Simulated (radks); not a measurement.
The thallium ion Tl+ inside a hard spherical wall (all orbitals vanish at R), configuration held at [Hg] and not refilled when levels cross. Calculated with a radial shooting solver on a logarithmic mesh with Libxc functionals: scalar-relativistic Kohn-Sham, LDA (Slater exchange, VWN5 correlation), spin-polarised, spherical densities, finite nucleus; Fermi nuclear charge, rms radius 5.4759 fm. Eigenvalues in eV for spin up, with the zero of energy where the potential of the charges vanishes at infinity; a dash marks a level that is unbound or too diffuse for the functional's potential to be trusted. A positive occupied level is held by the wall or, in an anion where self-interaction has pushed it up, behind a barrier. The pressure on the wall is -dE/dV.

| R (bohr) | E (hartree) | kinetic (hartree) | e(4f) | e(5p) | e(5d) | e(6s) | e(6p, empty) | e(7s, empty) | pressure (GPa) |
|---|---|---|---|---|---|---|---|---|---|
| free | -20229.5755 | 22764.192 | -121.80 | -83.662 | -22.992 | -16.679 | -8.440 | -3.648 | 0 |
| 15 | -20229.5755 | 22764.192 | -121.80 | -83.662 | -22.992 | -16.679 | -8.440 | -3.636 | < 0.0001 |
| 10 | -20229.5755 | 22764.192 | -121.80 | -83.661 | -22.992 | -16.679 | -8.437 | -3.268 | < 0.0001 |
| 6 | -20229.5711 | 22764.241 | -121.65 | -83.512 | -22.851 | -16.521 | -7.867 | 2.367 | 0.531 |
| 5 | -20229.5476 | 22764.438 | -121.13 | -83.018 | -22.390 | -15.936 | -6.514 | 9.524 | 4.78 |
| 3.5 | -20229.1166 | 22766.995 | -116.23 | -78.609 | -18.257 | -9.541 | 4.129 | 47.384 | 171 |
| 3 | -20228.3245 | 22770.978 | -110.33 | -73.615 | -13.314 | -0.862 | 16.747 | 83.537 | 674 |
| 2.5 | -20225.8783 | 22782.112 | -97.513 | -63.286 | -2.175 | 20.707 | 45.866 | 156.28 | 3150 |
| 1.5 | -20177.6772 | 22961.490 | 7.127 | 33.578 | 116.97 | 286.54 | 354.74 | 773.02 | 169000 |
